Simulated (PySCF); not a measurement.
**Exercise with solution: dipole moment from atomic charges**

trichloroethylene (C₂HCl₃), SMILES ClC=C(Cl)Cl. Atoms are numbered in the order given.

```xyz
6

Cl     0.3504     2.2664     0.0000
C      0.9181     0.6388     0.0000
C      0.1107    -0.4318     0.0000
Cl    -1.6118    -0.3364     0.0000
Cl     0.7806    -2.0334     0.0000
H      2.0015     0.5172     0.0000
```
Charge 0, spin multiplicity 1.

Geometry optimised at B3LYP-D3(BJ)/def2-SVP.

Charges (e) from PBE/def2-TZVP in PySCF:

```json
[
 {"atom": "Cl1", "Mulliken": "-0.046", "ESP fit": "-0.015"},
 {"atom": "C2", "Mulliken": "-0.106", "ESP fit": "-0.157"},
 {"atom": "C3", "Mulliken": "0.064", "ESP fit": "-0.029"},
 {"atom": "Cl4", "Mulliken": "-0.026", "ESP fit": "0.023"},
 {"atom": "Cl5", "Mulliken": "-0.047", "ESP fit": "-0.009"},
 {"atom": "H6", "Mulliken": "0.161", "ESP fit": "0.187"}
]
```

The dipole moment of the full density is 0.78 D.

### Question
What dipole moment does each set of point charges give, and which comes closer to that of the density?

### Answer

μ = Σ q r, and 1 e Å = 4.8032 D.
Mulliken: Σ q r = (0.221, -0.012, 0.000) e Å, |μ| = 1.06 D.
ESP fit: Σ q r = (0.178, -0.014, 0.000) e Å, |μ| = 0.86 D.
ESP fit comes closer in size. Point charges leave out the atoms' own dipoles (lone pairs, polarised bonds); fits to the potential absorb them, partitions of the density don't.
